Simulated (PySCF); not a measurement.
CrF2O2 (SMILES [O]=[Cr](=[O])([F])[F]), singlet, at a GFN2-xTB geometry (such geometries of metal compounds can be far from the true shape); DF-BLYP/aug-pcseg-1 in PySCF.

Input for PySCF:
```python
from pyscf import gto, scf, dft

mol = gto.M(
    atom='''
Cr    0.05209847   -0.00918190    0.01711959
O     1.23511899   -0.33445517   -0.92728600
O     0.50205912    0.02829272    1.49812372
F    -0.56708148    1.48699299   -0.39379254
F    -1.11600608   -1.19036352   -0.15927100
''',
    basis='aug-pcseg-1',
    verbose=4,
)

mf = dft.RKS(mol)
mf.xc = 'blyp'
mf = mf.density_fit(auxbasis='def2-universal-jkfit')
mf.kernel()
```

Task: What does PySCF print? Leave out banner, timings and long lists.

Result: 
```
PySCF version 2.14.0

[INPUT] verbose = 4
[INPUT] num. atoms = 5
[INPUT] num. electrons = 58
[INPUT] charge = 0
[INPUT] spin (= nelec alpha-beta = 2S) = 0
[INPUT] symmetry False subgroup None
[INPUT] Mole.unit = angstrom
[INPUT] Symbol           X                Y                Z      unit          X                Y                Z       unit  Magmom
[INPUT]  1 Cr     0.052098470000  -0.009181900000   0.017119590000 AA    0.098451839809  -0.017351276303   0.032351336465 Bohr   0.0
[INPUT]  2 O      1.235118990000  -0.334455170000  -0.927286000000 AA    2.334036622349  -0.632028672245  -1.752316579143 Bohr   0.0
[INPUT]  3 O      0.502059120000   0.028292720000   1.498123720000 AA    0.948754235140   0.053465492119   2.831043531515 Bohr   0.0
[INPUT]  4 F     -0.567081480000   1.486992990000  -0.393792540000 AA   -1.071628687513   2.810009500248  -0.744160050497 Bohr   0.0
[INPUT]  5 F     -1.116006080000  -1.190363520000  -0.159271000000 AA   -2.108945844549  -2.249461041473  -0.300978569586 Bohr   0.0

nuclear repulsion = 355.172805997354
number of shells = 16
number of NR pGTOs = 233
number of NR cGTOs = 139
basis = aug-pcseg-1
ecp = {}

******** <class 'pyscf.df.df_jk.DFRKS'> ********
method = DFRKS
initial guess = minao
damping factor = 0
level_shift factor = 0
DIIS = <class 'pyscf.scf.diis.CDIIS'>
diis_start_cycle = 1
diis_space = 8
diis_damp = 0
SCF conv_tol = 1e-09
SCF conv_tol_grad = None
SCF max_cycles = 50
direct_scf = False
XC library pyscf.dft.libxc version 7.1.2
    S. Lehtola, C. Steigemann, M. J. T. Oliveira, and M. A. L. Marques,  SoftwareX 7, 1–5 (2018)
XC functionals = blyp
    A. D. Becke,  Phys. Rev. A 38, 3098 (1988)
    C. Lee, W. Yang, and R. G. Parr,  Phys. Rev. B 37, 785 (1988)
    B. Miehlich, A. Savin, H. Stoll, and H. Preuss,  Chem. Phys. Lett. 157, 200 (1989)
radial grids:
    Treutler-Ahlrichs [JCP 102, 346 (1995); DOI:10.1063/1.469408] (M4) radial grids

becke partition: Becke, JCP 88, 2547 (1988); DOI:10.1063/1.454033
pruning grids: <function nwchem_prune>
grids dens level: 3
symmetrized grids: False
atomic radii adjust function: <function treutler_atomic_radii_adjust>
small_rho_cutoff = 0
Set gradient conv threshold to 3.16228e-05
Initial guess from minao.
tot grids = 77592
init E= -1394.85616082738
  HOMO = -0.439846791436123  LUMO = -0.283707111825505  gap/eV = 4.24878
cycle= 1 E= -1394.3518596072  delta_E= 0.504  |g|= 1.36  |ddm|= 3.61
  HOMO = -0.190440047739624  LUMO = -0.170677641734049  gap/eV = 0.53776
cycle= 2 E= -1380.05084713761  delta_E= 14.3  |g|= 7.49  |ddm|= 5.01
  HOMO = -0.275633518218767  LUMO = -0.117381767247596  gap/eV = 4.30625
cycle= 3 E= -1394.34111382078  delta_E= -14.3  |g|= 1.24  |ddm|= 4.95
  HOMO = -0.307501824728422  LUMO = -0.194336077381839  gap/eV = 3.07940
cycle= 4 E= -1394.55850062294  delta_E= -0.217  |g|= 0.656  |ddm|= 1.02
  HOMO = -0.374456973955239  LUMO = -0.253905374731321  gap/eV = 3.28038
cycle= 5 E= -1394.48403194639  delta_E= 0.0745  |g|= 0.874  |ddm|= 0.975
  HOMO = -0.321722131430243  LUMO = -0.209365379967992  gap/eV = 3.05738
cycle= 6 E= -1394.62962683769  delta_E= -0.146  |g|= 0.16  |ddm|= 0.628
  HOMO = -0.322382901510294  LUMO = -0.210194804310659  gap/eV = 3.05279
cycle= 7 E= -1394.63101187606  delta_E= -0.00139  |g|= 0.118  |ddm|= 0.0631
  HOMO = -0.320796347744681  LUMO = -0.21021244062279  gap/eV = 3.00914
cycle= 8 E= -1394.63245438406  delta_E= -0.00144  |g|= 0.0727  |ddm|= 0.0335
  HOMO = -0.319543520100959  LUMO = -0.211254149925712  gap/eV = 2.94670
cycle= 9 E= -1394.63315920681  delta_E= -0.000705  |g|= 0.0236  |ddm|= 0.0356
  HOMO = -0.319372622738324  LUMO = -0.211560252715261  gap/eV = 2.93372
cycle= 10 E= -1394.63322515383  delta_E= -6.59e-05  |g|= 0.0133  |ddm|= 0.0208
  HOMO = -0.319839872687846  LUMO = -0.211774556504496  gap/eV = 2.94061
cycle= 11 E= -1394.63326162987  delta_E= -3.65e-05  |g|= 0.00181  |ddm|= 0.00991
  HOMO = -0.3198625601092  LUMO = -0.211815936204594  gap/eV = 2.94010
cycle= 12 E= -1394.63326194325  delta_E= -3.13e-07  |g|= 0.001  |ddm|= 0.00128
  HOMO = -0.319815131042449  LUMO = -0.211778933249755  gap/eV = 2.93981
cycle= 13 E= -1394.63326210359  delta_E= -1.6e-07  |g|= 0.000361  |ddm|= 0.000885
  HOMO = -0.319848657177165  LUMO = -0.211806646629783  gap/eV = 2.93997
cycle= 14 E= -1394.6332621268  delta_E= -2.32e-08  |g|= 6.58e-05  |ddm|= 0.000298
  HOMO = -0.31984338768811  LUMO = -0.21180348882559  gap/eV = 2.93992
cycle= 15 E= -1394.63326212776  delta_E= -9.57e-10  |g|= 4.65e-06  |ddm|= 5.82e-05
  HOMO = -0.319842968122678  LUMO = -0.21180451634085  gap/eV = 2.93988
Extra cycle  E= -1394.63326212754  delta_E= 2.22e-10  |g|= 3.81e-05  |ddm|= 2.16e-05
converged SCF energy = -1394.63326212754
```
